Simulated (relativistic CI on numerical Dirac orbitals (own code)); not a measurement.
Ta LXXIII: sensitivity of the levels to the model

Base calculation: Dirac-Coulomb-Breit CI, separate exchange-only KLI orbitals for each configuration, model QED (radiative potential, 1s self-energy scaled to tabulated hydrogen-like ionisation energies).

CI space: 1s, 2s, 2p, 3s, 3p, 3d, 4s, 4p, 4d, 4f, 5s, 5p, 5d, 5f, 5g, 6s, 6p, 6d. Levels of other configurations are missing.

The lowest level and the first level of each name with at least 55 % of one term (blank where a level has no safe partner in the second run):

```
    Level  Base (eV)  Shift (eV)
 1s ²S1/2        0.0         0.0
2p ²P°1/2    58369.9     -3996.7
 2s ²S1/2    58392.7     -4018.9
2p ²P°3/2    59939.1     -5565.9
3p ²P°1/2    69674.4     -5231.1
 3s ²S1/2    69681.2     -5237.7
 3d ²D3/2    70140.6     -5697.4
3p ²P°3/2    70141.7     -5698.5
 3d ²D5/2    70274.5     -5831.3
4p ²P°1/2    73563.6     -5595.8
 4s ²S1/2    73566.4     -5598.6
 4d ²D3/2    73758.9     -5791.1
4p ²P°3/2    73759.4     -5791.6
4f ²F°5/2    73815.6     -5847.8
```

Problem. One thing was changed in a second run, which moved the levels as shown. Which?
A. configuration mixing switched off
B. non-relativistic limit
C. QED terms removed
D. Breit term removed

Solution. B. Non-relativistic limit. Without relativity the fine structure collapses and s electrons lose their extra binding.
